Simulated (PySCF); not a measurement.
trisilylphosphine (H9PSi3), singlet, geometry from GFN2-xTB; PySCF with M062X/def2-SV(P).

PySCF was given this input:
```python
from pyscf import gto, scf, dft

mol = gto.Mole()
mol.atom = '''
    Si   -0.73150406    1.82305785   -0.40791737
    P     0.18821174   -0.17350413   -0.73727730
    Si    1.86473710   -0.16240545    0.72209052
    Si   -1.27528289   -1.52970289    0.24227527
    H     0.23660144    2.81452484   -0.86999042
    H    -1.05477390    2.07124934    1.00037921
    H    -1.95510257    1.86016427   -1.20489688
    H     2.82295740    0.83662120    0.25571496
    H     2.44340496   -1.50357383    0.70954322
    H     1.42887523    0.17189027    2.08138167
    H    -0.68465939   -2.86566528    0.23155487
    H    -2.49681096   -1.47983083   -0.55717985
    H    -1.57497050   -1.13611115    1.62237473
'''
mol.basis = 'def2-sv(p)'
mol.verbose = 4
mol.build()

mf = dft.UKS(mol)
mf.xc = 'm062x'
mf.kernel()
```

The log (banner, timings and long lists left out):

```
PySCF version 2.14.0

[INPUT] verbose = 4
[INPUT] num. atoms = 13
[INPUT] num. electrons = 66
[INPUT] charge = 0
[INPUT] spin (= nelec alpha-beta = 2S) = 0
[INPUT] symmetry False subgroup None
[INPUT] Mole.unit = angstrom
[INPUT] Symbol           X                Y                Z      unit          X                Y                Z       unit  Magmom
[INPUT]  1 Si    -0.731504060000   1.823057850000  -0.407917370000 AA   -1.382342332407   3.445080045738  -0.770852110753 Bohr   0.0
[INPUT]  2 P      0.188211740000  -0.173504130000  -0.737277300000 AA    0.355668642028  -0.327875287181  -1.393252174859 Bohr   0.0
[INPUT]  3 Si     1.864737100000  -0.162405450000   0.722090520000 AA    3.523842413316  -0.306901821637   1.364553319945 Bohr   0.0
[INPUT]  4 Si    -1.275282890000  -1.529702890000   0.242275270000 AA   -2.409935393444  -2.890719514056   0.457833907055 Bohr   0.0
[INPUT]  5 H      0.236601440000   2.814524840000  -0.869990420000 AA    0.447111922278   5.318681118385  -1.644043624795 Bohr   0.0
[INPUT]  6 H     -1.054773900000   2.071249340000   1.000379210000 AA   -1.993233794339   3.914093988286   1.890442727609 Bohr   0.0
[INPUT]  7 H     -1.955102570000   1.860164270000  -1.204896880000 AA   -3.694608402733   3.515201017001  -2.276925111543 Bohr   0.0
[INPUT]  8 H      2.822957400000   0.836621200000   0.255714960000 AA    5.334616347314   1.580984938005   0.483231240354 Bohr   0.0
[INPUT]  9 H      2.443404960000  -1.503573830000   0.709543220000 AA    4.617366185804  -2.841342746763   1.340842359342 Bohr   0.0
[INPUT] 10 H      1.428875230000   0.171890270000   2.081381670000 AA    2.700182850875   0.324825533778   3.933241316990 Bohr   0.0
[INPUT] 11 H     -0.684659390000  -2.865665280000   0.231554870000 AA   -1.293818735712  -5.415322543875   0.437575287109 Bohr   0.0
[INPUT] 12 H     -2.496810960000  -1.479830830000  -0.557179850000 AA   -4.718288899212  -2.796474979388  -1.052917318626 Bohr   0.0
[INPUT] 13 H     -1.574970500000  -1.136111150000   1.622374730000 AA   -2.976262899269  -2.146938920565   3.065843911115 Bohr   0.0

nuclear repulsion = 347.688367613677
number of shells = 50
number of NR pGTOs = 180
number of NR cGTOs = 90
basis = def2-sv(p)
ecp = {}

******** <class 'pyscf.dft.uks.UKS'> ********
method = UKS
initial guess = minao
damping factor = 0
level_shift factor = 0
DIIS = <class 'pyscf.scf.diis.CDIIS'>
diis_start_cycle = 1
diis_space = 8
diis_damp = 0
SCF conv_tol = 1e-09
SCF conv_tol_grad = None
SCF max_cycles = 50
direct_scf = True
direct_scf_tol = 1e-13
number electrons alpha = 33  beta = 33
XC library pyscf.dft.libxc version 7.1.2
    S. Lehtola, C. Steigemann, M. J. T. Oliveira, and M. A. L. Marques,  SoftwareX 7, 1–5 (2018)
XC functionals = m062x
    Y. Zhao and D. G. Truhlar,  Theor. Chem. Acc. 120, 215 (2008)
    Y. Zhao and D. G. Truhlar,  Theor. Chem. Acc. 120, 215 (2008)
radial grids:
    Treutler-Ahlrichs [JCP 102, 346 (1995); DOI:10.1063/1.469408] (M4) radial grids

becke partition: Becke, JCP 88, 2547 (1988); DOI:10.1063/1.454033
pruning grids: <function nwchem_prune>
grids dens level: 3
symmetrized grids: False
atomic radii adjust function: <function treutler_atomic_radii_adjust>
small_rho_cutoff = 0
Set gradient conv threshold to 3.16228e-05
tot grids = 164992
init E= -1214.52059565089
cycle= 1 E= -1214.73978793745  delta_E= -0.219  |g|= 0.15  |ddm|= 2.19
cycle= 2 E= -1214.75032739894  delta_E= -0.0105  |g|= 0.106  |ddm|= 0.422
cycle= 3 E= -1214.75881755938  delta_E= -0.00849  |g|= 0.018  |ddm|= 0.205
cycle= 4 E= -1214.75910386892  delta_E= -0.000286  |g|= 0.00341  |ddm|= 0.0428
cycle= 5 E= -1214.75911358268  delta_E= -9.71e-06  |g|= 0.00063  |ddm|= 0.00712
cycle= 6 E= -1214.75911399891  delta_E= -4.16e-07  |g|= 0.000217  |ddm|= 0.00154
cycle= 7 E= -1214.75911404607  delta_E= -4.72e-08  |g|= 5.02e-05  |ddm|= 0.000497
cycle= 8 E= -1214.75911404931  delta_E= -3.23e-09  |g|= 9.23e-06  |ddm|= 0.000129
cycle= 9 E= -1214.75911404952  delta_E= -2.15e-10  |g|= 2.73e-06  |ddm|= 4.14e-05
Extra cycle  E= -1214.75911404953  delta_E= -1.41e-11  |g|= 1.29e-06  |ddm|= 9.52e-06
converged SCF energy = -1214.75911404953  <S^2> = 4.4700244e-11  2S+1 = 1
```
